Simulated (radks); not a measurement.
Values are calculated unless marked as measured or tabulated.
Effect of the nuclear size on the iron ion Fe19+, [He] 2s2 2p3. Code: a radial shooting solver on a logarithmic mesh with Libxc functionals. Model: Dirac Kohn-Sham, LDA (Slater exchange, Perdew-Wang correlation), spin-unpolarised, spherical densities, finite nucleus; open shells fill j = l - 1/2 first; Fermi nuclear charge, rms radius 3.7377 fm. The rms radius is varied about that value; shifts are against it.

rms radius (fm)  total energy shift (eV)  density at nucleus (e/bohr^3)  1s1/2 shift (meV)  2s1/2 shift (meV)  2p1/2 shift (meV)  2p3/2 shift (meV)  3s1/2 (empty) shift (meV)  3p1/2 (empty) shift (meV)
3.3153                           -0.0236                      1.512e+04              -10.0              -1.04              0.093              0.096                     -0.267                      0.024
3.5022                           -0.0135                      1.509e+04              -5.73             -0.594              0.053              0.055                     -0.153                      0.014
3.7377                                 0                      1.505e+04              0.000              0.000              0.000              0.000                      0.000                      0.000
3.8536                           0.00694                      1.503e+04               2.95              0.306             -0.027             -0.028                      0.079                     -0.007
4.5824                            0.0552                      1.492e+04               23.5               2.44             -0.217             -0.226                      0.626                     -0.055

Slopes of the eigenvalues against <r^2> in GHz/fm^2, as finite differences over the two radii next to the reference (eigenvalue slopes, not the field-shift constants of lines): 1s1/2 812, 2s1/2 84.2, 2p1/2 -7.52, 2p3/2 -7.81, 3s1/2 (empty) 21.6.
